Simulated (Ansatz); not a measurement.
CH6AsB, singlet, at a GFN2-xTB geometry; PBE0/cc-pVTZ (Ansatz, a first-principles code).

The Ansatz input:
Ansatz 0.2 input:
```yaml
crystal:
  periodic: [false, false, false]
  atoms:
    - {symbol: B, position_ang: [-1.16782988, 0.24873156, -0.37490636]}
    - {symbol: As, position_ang: [0.59451044, -0.52498096, 0.16633127]}
    - {symbol: H, position_ang: [0.01965021, -1.33120119, 1.29417581]}
    - {symbol: H, position_ang: [0.95427589, 0.58630523, 1.11069813]}
    - {symbol: H, position_ang: [-2.07333602, -0.46994243, -0.59258860]}
    - {symbol: C, position_ang: [-1.38137806, 1.78885437, -0.59345528]}
    - {symbol: H, position_ang: [-1.96382051, 2.17211927, 0.24809138]}
    - {symbol: H, position_ang: [-1.96764451, 2.01831250, -1.48299886]}
    - {symbol: H, position_ang: [-0.46055161, 2.37199427, -0.63104613]}
basis:
  gaussian:
    orbitals: cc-pVTZ
hamiltonian:
  xc: pbe0
```

### Question
What does Ansatz print? Leave out banner, timings and long lists.

### Answer

```
Functional definition: PBE0
1169 factors; their error is unknown
mean field evaluation 1: about -62638.1391 eV, gradient 4.8e1 eV
mean field evaluation 2: about -62635.9646 eV, gradient 5.3e1 eV
mean field evaluation 4: about -62643.5781 eV, gradient 2.3e0 eV
mean field evaluation 8: about -62643.5907 eV, gradient 7.6e-2 eV
mean field evaluation 16: about -62644.0036 eV, gradient 5.9e-5 eV
mean field -62644.00360049 eV, -2302.1246706874 hartree, gradient 5.9e-5 eV, S^2 0.000000; 0 other end points of the search recorded, 0 dependent functions left out
reference -62644.00362916 eV, -2302.1246717408 hartree; 25, 25 occupied and 162, 162 virtual orbitals, 1169 factors
Total energy: -62644.00362916 eV, -2302.1246717408 hartree
```
